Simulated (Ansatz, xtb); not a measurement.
**Relative energy of two isomers of C6H6BrN**

Structure X is `Nc1cccc(Br)c1`, a singlet and structure Y is `Cc1ncccc1Br`, a singlet. Both are isolated molecules in the gas phase, relaxed with B3LYP-D3(BJ)/def2-SVP; the shapes shown needn't be the lowest conformers.

X (Å):

```xyz
14

C    -1.7727    1.3954    0.1246
C    -3.0643    0.8333    0.1826
C    -3.3514   -0.3464   -0.5001
C    -2.3778   -1.0054   -1.2573
C    -1.1013   -0.4416   -1.3076
C    -0.7851    0.7368   -0.6352
Br    0.2624   -1.3099   -2.3248
N    -1.4883    2.5918    0.7599
H    -0.5123    2.7952    0.9381
H    -2.1038    2.8639    1.5167
H    -3.8422    1.3334    0.7651
H    -4.3584   -0.7669   -0.4417
H    -2.6012   -1.9285   -1.7914
H     0.2228    1.1503   -0.6999
```

Y (Å):

```xyz
14

C    -2.1936    2.7716   -0.3137
C    -2.1088    1.2719   -0.2892
C    -3.2040   -0.7384    0.0520
C    -2.0623   -1.4954   -0.2160
C    -0.8861   -0.8174   -0.5369
C    -0.9154    0.5755   -0.5723
Br    0.6806    1.5242   -1.0090
N    -3.2228    0.5942    0.0159
H    -1.4890    3.2216    0.4040
H    -3.2172    3.0733   -0.0597
H    -1.9294    3.1686   -1.3071
H    -4.1486   -1.2318    0.3081
H    -2.0891   -2.5862   -0.1757
H     0.0384   -1.3542   -0.7563
```

Question: Estimate which is lower in electronic energy at CCSD(T)/def2-SVP + ΔMP2/def2-TZVPP, and by roughly how much.

Answer: Not settled: CCSD(T)/def2-SVP + ΔMP2/def2-TZVPP gives E(Y) − E(X) = +2.9 kcal/mol, but this leans on the basis-set step: CCSD(T) alone gives +0.7 kcal/mol.

The same difference at several levels:

| level | geometry | E(Y) − E(X) (kcal/mol) | departure from the last row (kcal/mol) | job, with rough time for the two |
| --- | --- | --- | --- | --- |
| GFN2-xTB | GFN2-xTB | −3.1 | −6.0 | optimisation, 0.15 s |
| HF/STO-3G | GFN2-xTB | −7.3 | −10.2 | single point, 0.7 s |
| r2SCAN-D4/def2-SVP | GFN2-xTB | +4.5 | +1.6 | single point, 6.6 s |
| B3LYP-D3(BJ)/def2-SVP | B3LYP-D3(BJ)/def2-SVP | +3.4 | +0.5 | optimisation, 37 s |
| HF/def2-SVP | B3LYP-D3(BJ)/def2-SVP | +3.0 | +0.1 | part of the CCSD(T) run |
| MP2/def2-SVP | B3LYP-D3(BJ)/def2-SVP | +1.9 | −0.9 | part of the CCSD(T) run |
| CCSD(T)/def2-SVP | B3LYP-D3(BJ)/def2-SVP | +0.7 | −2.2 | single point |
| CCSD(T)/def2-SVP + ΔMP2/def2-TZVPP | B3LYP-D3(BJ)/def2-SVP | +2.9 |  | single point, 3.3 min |

As drawn, Y has 1 C–C, 2 C∷N, 2 C–H in place of 1 C–N, 2 C∷C, 2 N–H (∷ is an aromatic bond).

GFN2-xTB, HF/STO-3G put the two in the other order. The largest departure from CCSD(T)/def2-SVP + ΔMP2/def2-TZVPP is that of HF/STO-3G, 10.2 kcal/mol. The last row adds to CCSD(T) the change of the MP2 difference between the two basis sets, here +2.2 kcal/mol.

With thermal terms from frequencies at re-optimised GFN2-xTB minima (ideal gas, soft modes damped towards free rotors, one conformer each, 298.15 K, 1 atm): the zero-point term adds −0.3 kcal/mol; ΔH is +2.6 and ΔG +2.3 kcal/mol.

The correlated steps freeze 16 core orbitals; the filled d shell of Br is correlated, in a basis made for valence electrons. Run with Ansatz 0.2.0, xtb 6.7.1; the last row on 4 threads of Arm Neoverse V1 on a shared host.
